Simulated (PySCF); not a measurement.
2,4-xylenol, C₈H₁₀O.
InChI=1S/C8H10O/c1-6-3-4-8(9)7(2)5-6/h3-5,9H,1-2H3

Torsions of this conformer, `[CH3:1][c:2]1[cH:3][cH:4][c:5]([OH:6])[c:7]([CH3:8])[cH:9]1`: H–O6–C5–C4 0°.

The closed-shell ground state was solved at several levels (PySCF, density fitting, gas phase, non-relativistic). Isolated species at its PBE0-D3(BJ)/def2-SVP geometry (one conformer only).

```json
{"level": "wB97X-D/pcSseg-1", "basis functions": "203", "total energy (Eh)": "-385.9241", "HOMO (eV)": "-7.89", "LUMO (eV)": "1.65", "gap (eV)": "9.54", "dipole (D)": "1.00"}
{"level": "PBE0/pcSseg-1", "basis functions": "203", "total energy (Eh)": "-385.6044", "HOMO (eV)": "-6.14", "LUMO (eV)": "-0.06", "gap (eV)": "6.08", "dipole (D)": "1.00"}
```

(1) Estimate the row for CAM-B3LYP/def2-SVPD, a basis of 263 functions; the other rows only guide the guess.

(2) Over all these levels, which gives the widest orbital gap and which the narrowest?

(3) How far do the dipole and the HOMO energy spread over the levels?

Results:

(1) Total energy -385.6391 Eh, HOMO -7.37 eV, LUMO 0.88 eV, gap 8.25 eV, dipole 0.99 D.

(2) wB97X-D/pcSseg-1 (range-separated hybrid) has the widest, 9.54 eV, and PBE0/pcSseg-1 (global hybrid, 25 % exact exchange) the narrowest, 6.08 eV. The two share the basis. From the narrowest to the widest the HOMO moves by -1.75 eV and the LUMO by +1.71 eV.

(3) The dipole runs from 0.99 to 1.00 D (mean 1.00 D) and the HOMO from -7.89 to -6.14 eV.

Note: wB97X-D ran without an empirical dispersion term, which enters the total energy and its gradient alone.
